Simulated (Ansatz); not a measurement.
Isomers of Rb2Cl3⁻ (singlet), relaxed with PBE0-D4/def2-SVPD; total energies from Ansatz at CCSD(T)/def2-TZVPPD.

| isomer | description | energy (Eh) |
| --- | --- | --- |
| A | point group not assigned; 4 × Cl–Rb 2.99 to 3.10 Å | -1427.36495 |
| B | point group C2v; 5 × Cl–Rb 2.99 to 3.32 Å | -1427.36555 |
| C | point group D3h; 6 × Cl–Rb 3.16 Å | -1427.37221 |

In the def2 sets Rb takes a core potential; there is no spin–orbit coupling. Correlated methods freeze 15 core orbitals; core or outer-core shells of Rb are correlated, in sets that lack core-valence functions.

The isomers come from a short search, and lower ones may exist.

Work out the relative energies (1 Eh = 2625.5 kJ/mol) and the Boltzmann populations at 298 K from electronic energies alone (R = 8.314 J/mol/K).

ΔE: A 19.1, B 17.5, C 0.0 kJ/mol. RT = 2.48 kJ/mol. Factors exp(−ΔE/RT): A 0.000452, B 0.000862, C 1; sum 1.001. Populations: A 0.0 %, B 0.1 %, C 99.9 %. Zero-point energy, vibrational entropy and symmetry numbers are left out and can shift these; an error of 4 kJ/mol changes a ratio by a factor of 5.0. Over the other density-functional and correlated levels in def2 sets, the gap between C and B ranges from 14 to 19 kJ/mol.
